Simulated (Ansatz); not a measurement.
`[Cl][AlH][GeH3]` + `[SiH3][SiH]1[SiH2]S1` → `[SiH3][AlH][GeH3]` + `Cl[SiH]1[SiH2]S1`  (redistribution)

Isolated molecules relaxed with PBE0-D4/def2-TZVP in Ansatz; ΔE leaves out vibrations. CCSD(T)/CBS is the MP2 limit (def2-TZVPP, def2-QZVPP) plus CCSD(T) − MP2 in def2-TZVPP, frozen cores. DFT in def2-TZVPP. B3LYP here is the variant with VWN-RPA as its local correlation; programs differ in this. For Ge outer-core shells are correlated without core-valence functions, which leaves a few kJ/mol of doubt a bond. Scalar relativity is left out up to krypton.

`[Cl][AlH][GeH3]`:

```xyz
7

Cl    1.096    0.831    2.592
Al    1.209    0.406    0.536
Ge   -0.872   -0.331   -0.565
H     2.623    0.592   -0.145
H    -1.407   -1.624    0.078
H    -1.975    0.734   -0.429
H    -0.673   -0.606   -2.067
```

`[SiH3][SiH]1[SiH2]S1`:

Z-matrix (Å, degrees):
```
Si
Si 1 2.327
H 1 1.487 2 110.7
H 1 1.488 2 110.2 3 -120.5
H 1 1.485 2 108.0 3 119.9
Si 2 2.251 1 121.3 3 -135.5
S 2 2.167 1 113.7 3 -69.6
H 2 1.486 1 115.9 3 65.1
H 6 1.482 2 122.1 1 -157.8
H 6 1.482 2 122.0 1 -2.3
```

`[SiH3][AlH][GeH3]`:

Z-matrix (Å, degrees):
```
Si
Al 1 2.458
H 1 1.490 2 114.0
H 1 1.492 2 110.2 3 121.2
H 1 1.492 2 110.1 3 -121.1
Ge 2 2.481 1 118.6 3 -179.2
H 2 1.590 1 121.3 3 0.9
H 6 1.541 2 114.4 1 179.8
H 6 1.543 2 111.0 1 58.6
H 6 1.543 2 111.0 1 -59.0
```

`Cl[SiH]1[SiH2]S1`:

Z-matrix (Å, degrees):
```
Si
Si 1 2.238
S 1 2.129 2 59.4
Cl 1 2.047 2 121.9 3 -104.3
H 1 1.476 2 126.3 3 101.1
H 2 1.482 1 123.8 3 -100.2
H 2 1.481 1 121.1 3 101.3
```

| level | ΔE (kcal/mol) |
| --- | --- |
| B3LYP-D4 | 19.7 |
| CCSD(T)/def2-SVP | 21.9 |

(1) What does CCSD(T)/CBS give? (An estimate is asked.)

Largest T1 diagnostic among the species: 0.014.

## Answers

(1) Ansatz gave: +19.9 kcal/mol. The listed levels differ from it by -0.2, 2.0 kcal/mol.

At CCSD(T), def2-SVP lies +2.0 kcal/mol from the extrapolated value and def2-TZVPP −0.1 kcal/mol. Leaving LDA and LC-ωPBE aside and taking each functional with its dispersion term where it has one, the values, not all of them listed here, spread over 2.1 kcal/mol, from revPBE-D4 to BHLYP-D4.
